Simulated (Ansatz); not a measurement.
Geometry optimisation, RKS PBE0-D4/6-31G* in Ansatz 0.2.0.

Input:

```yaml
crystal:
  periodic: [false, false, false]
  atoms:
    - { symbol: B, position_ang: [-0.088721, 0.651641, -0.550717] }
    - { symbol: H, position_ang: [-0.069121, 0.001677, 1.760307] }
    - { symbol: "N", position_ang: [1.17801, 0.055183, -0.70946] }
    - { symbol: H, position_ang: [1.322101, -0.820568, -1.184744] }
    - { symbol: H, position_ang: [2.024848, 0.507071, -0.40673] }
    - { symbol: "N", position_ang: [-1.304011, -0.016195, -0.818131] }
    - { symbol: H, position_ang: [-1.350937, -0.981164, -1.100505] }
    - { symbol: H, position_ang: [-2.179708, 0.473108, -0.900912] }
    - { symbol: S, position_ang: [-0.115607, 2.441536, 0.012173] }
    - { symbol: H, position_ang: [-1.354229, 2.414092, 0.53739] }
    - { symbol: H, position_ang: [-0.026825, 0.684619, 1.942131] }
basis:
  gaussian: { orbitals: "6-31G*" }
hamiltonian:
  xc: pbe0
  dispersion: d4
relax:
  f_tol: 0.03
  max_steps: 50
```

Launched with:

```bash
$ ansatz run input.yaml --threads 1 --pin off --max-ram 2048MiB --backend cpu --events-out ev --progress --plain --runs-dir out
```

Q: Where does it end, and by what steps?

A: The forces met the threshold. The force dipped under the threshold on the way, but the program's further checks kept it going. After 39 steps the energy has fallen by 0.244 eV; H2 moved furthest, 1.52 Å.

```tsv
step	energy less start (eV)	largest force component (eV/Å)	accepted
0	0.0000	1.561	yes
2	-0.1781	0.425	yes
4	-0.2066	0.139	yes
6	-0.2098	0.608	no
8	-0.2217	0.026	yes
10	-0.2227	0.093	yes
12	-0.2224	0.290	no
14	-0.2244	0.069	yes
16	-0.2193	0.546	no
18	-0.2250	0.031	yes
20	-0.2257	0.117	yes
22	-0.2271	0.098	yes
24	-0.2309	0.229	yes
26	-0.2341	0.083	yes
28	-0.2383	0.234	yes
30	-0.2407	0.057	yes
32	-0.2410	0.019	yes
34	-0.2424	0.112	yes
36	-0.2433	0.030	yes
38	-0.2438	0.037	yes
39	-0.2440	0.021	yes
```

```xyz
11
Properties=species:S:1:pos:R:3
B -0.255 0.871 -0.712
H 0.684 -0.716 2.876
N 0.981 0.262 -0.391
H 1.175 -0.714 -0.549
H 1.773 0.785 -0.056
N -1.407 0.126 -1.051
H -1.426 -0.882 -1.039
H -2.235 0.541 -1.445
S -0.292 2.724 -0.676
H -1.625 2.861 -0.556
H 0.664 -0.447 2.180
```

Time of the run: 2.5 min on 1 thread of Arm Neoverse V2, on a shared host, peak memory 0.15 GiB.
